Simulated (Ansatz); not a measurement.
```yaml
crystal:
  periodic: [false, false, false]
  atoms:
    - {symbol: N, position_ang: [-1.377955, 0.265865, 1.321524]}
    - {symbol: C, position_ang: [-0.815705, -0.034439, 0.228822]}
    - {symbol: C, position_ang: [0.480601, 0.573850, -0.150318]}
    - {symbol: Te, position_ang: [2.057159, -0.905465, -0.057613]}
    - {symbol: H, position_ang: [-2.249427, -0.248742, 1.437110]}
    - {symbol: H, position_ang: [-1.226215, -0.759848, -0.485639]}
    - {symbol: H, position_ang: [0.753763, 1.368999, 0.540990]}
    - {symbol: H, position_ang: [0.489084, 0.944312, -1.174693]}
    - {symbol: H, position_ang: [1.977194, -1.250932, -1.677282]}
basis:
  gaussian: {orbitals: def2-TZVPP}
magnetization: {spin_polarized: true, initial_magnetization: 0}
hamiltonian: {xc: {name: B2GP-PLYP}}
accuracy: high
smearing: {width: 0.1}
output: {forces: true}
```

```sh
$ ansatz run in.yaml --threads 4 --pin off --events-out ev --progress --plain --max-ram 10444MiB
```

Task: How does Ansatz answer? (Best estimate.)

Result: Computed: The program refused the input.
```
Error: YAML parse error: error: line 18 column 1: unknown field `smearing`, expected one of crystal, accuracy, basis, kpoints, hamiltonian, magnetization, projection, total_charge, correlation, batch, efield, external_charges, scf, relax, neb, saddle, md, ramp, phonons, dielectric, real_time, elastic, magnetic_configurations, gw, evaluate, workflow, output, checkpoint, execution
16 | hamiltonian: {xc: {name: B2GP-PLYP}}
17 | accuracy: high
18 | smearing: {width: 0.1}
19 | output: {forces: true}
```
